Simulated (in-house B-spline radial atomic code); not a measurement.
## PBE0 excitations of N VI (N5+)

Method: PBE0. Computed with a B-spline radial code for spherical atoms: linear response of the closed shell 1s2 with the functional's adiabatic kernel; non-relativistic, point nucleus, no spin-orbit coupling, no double excitations, S, P, D and F terms only.

Command:
```bash
python run_td.py task.json out
```
Settings (radii: box in bohr, nucleus in fm):
```
Z                        7
electrons                2
configuration            1s2
hamiltonian              nr
method                   pbe0
box_radius               16.35
intervals                47
```

Cost of the run: 0.1 s on 1 thread of Arm Neoverse N1, with other jobs on the host.

The lowest states, in the order of their Tamm-Dancoff energies; the method's threshold (minus the highest occupied level) is 521.54 eV. Labels give the largest channel, * marks a mixed state, and oscillator strengths are full-response dipole values. Semilocal kernels can invert the small singlet-triplet splittings of Rydberg terms. Energies in eV:

```csv
state,full response,Tamm-Dancoff,oscillator strength
1s → 2s 3S,?,?,-
1s → 2s 1S,414.94,415.03,-
1s → 2p 3P,415.74,415.77,-
1s → 2p 1P,419.98,420.01,0.616
1s → 3s 3S,474.99,475.00,-
1s → 3s 1S,476.53,476.56,-
1s → 3p 3P,?,?,-
1s → 3p 1P,478.21,478.21,0.125
1s → 3d 3D,478.93,478.93,-
1s → 3d 1D,478.97,478.97,-
```

Task: Where does 1s → 2s 3S lie?

Result: At 408.54 eV in full response, 408.57 eV in Tamm-Dancoff.

Task: Where does 1s → 3p 3P lie?

Result: At 477.14 eV in full response, 477.15 eV in Tamm-Dancoff.

Task: How large is the singlet-triplet splitting of 1s → 2s (S terms) in Tamm-Dancoff?

Result: 6.45 eV, from the unrounded values.

Task: What polarisabilities and dispersion coefficient does the method give?

Result: Dipole 0.004754 bohr³, quadrupole 0.0004024 bohr⁵, C6 0.0003103 hartree·bohr⁶ for two such species.
